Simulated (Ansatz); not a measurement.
`C=C(F)S[SiH3]` and `C=C(F)B[SiH3]` differ in one atom or group.

Ansatz, PBE0-D4/def2-TZVP geometries, multiplicity 1. Each molecule was computed in one conformer, which needn't be the lowest.

```
                                          property  `C=C(F)S[SiH3]`
              HOMO–LUMO gap (PBE0/def2-TZVPP) / eV             6.74
               HOMO energy (B3LYP/def2-TZVPP) / eV            -6.82
             HOMO energy (ωB97M-V/def2-TZVPP) / eV            -9.17
             HOMO–LUMO gap (B3LYP/def2-TZVPP) / eV             6.30
           HOMO–LUMO gap (ωB97M-V/def2-TZVPP) / eV            10.80
size of the dipole moment (ωB97M-V/def2-TZVPP) / D             0.75
```

**Question.** Give the same properties after the change, and the shifts. (An estimate is asked.)

**Answer.** The calculation gave: 
```
                                          property  `C=C(F)B[SiH3]`  shift
              HOMO–LUMO gap (PBE0/def2-TZVPP) / eV             5.51  -1.23
               HOMO energy (B3LYP/def2-TZVPP) / eV            -8.05  -1.23
             HOMO energy (ωB97M-V/def2-TZVPP) / eV           -10.50  -1.33
             HOMO–LUMO gap (B3LYP/def2-TZVPP) / eV             5.12  -1.18
           HOMO–LUMO gap (ωB97M-V/def2-TZVPP) / eV             9.73  -1.07
size of the dipole moment (ωB97M-V/def2-TZVPP) / D             2.07   1.32
```

With PBE0 the HOMO falls by 1.24 eV and the LUMO falls by 2.47 eV, so the gap narrows by about 1.23 eV. PBE moves the HOMO by -1.21 eV and ωB97M-V by -1.33 eV. Dipoles are sizes alone; their direction can turn.

B3LYP here is the variant with VWN-RPA as its local correlation; programs differ in this.
